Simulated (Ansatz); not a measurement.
Gas-phase electronic energies from Ansatz, PBE0-D4/def2-TZVP geometries. CCSD(T)/CBS is the MP2 limit (def2-TZVPP, def2-QZVPP) plus CCSD(T) − MP2 in def2-TZVPP, frozen cores. This one scheme is used for every species. Double bonds are as drawn, so ΔE can hold a change between cis and trans. DFT in def2-TZVPP. For Ge outer-core shells are correlated without core-valence functions, which leaves a few kJ/mol of doubt a bond. Scalar relativity is left out up to krypton.

Reaction (substitution at a C–Ge bond): `[SiH3]/N=[CH]\[GeH3]` + HCl → `[SiH3]/N=C/Cl` + GeH₄

```
  level  ΔE (kcal/mol)
   BLYP           -4.0
r2SCAN0           -2.8
```

(1) What does CCSD(T)/CBS give? (Estimate.)

Largest T1 diagnostic among the species: 0.013.

Answers

(1) Ansatz gave: +0.3 kcal/mol. The listed levels differ from it by -4.3, -3.1 kcal/mol.

The D4 term adds +1.5 kcal/mol with B3LYP and +0.9 kcal/mol with PBE0; it sums over pairs of atoms, weighted by their polarisabilities, and B3LYP, whose exchange is more repulsive, gets the larger term. From PBE to PBE0 (25 % exact exchange), in def2-TZVPP and without D4, ΔE moves by +0.7 kcal/mol. Leaving LDA and LC-ωPBE aside and taking each functional with its dispersion term where it has one, the values, not all of them listed here, spread over 2.4 kcal/mol, from B97M-V to BHLYP-D4.

B3LYP here is the variant with VWN-RPA as its local correlation; programs differ in this.
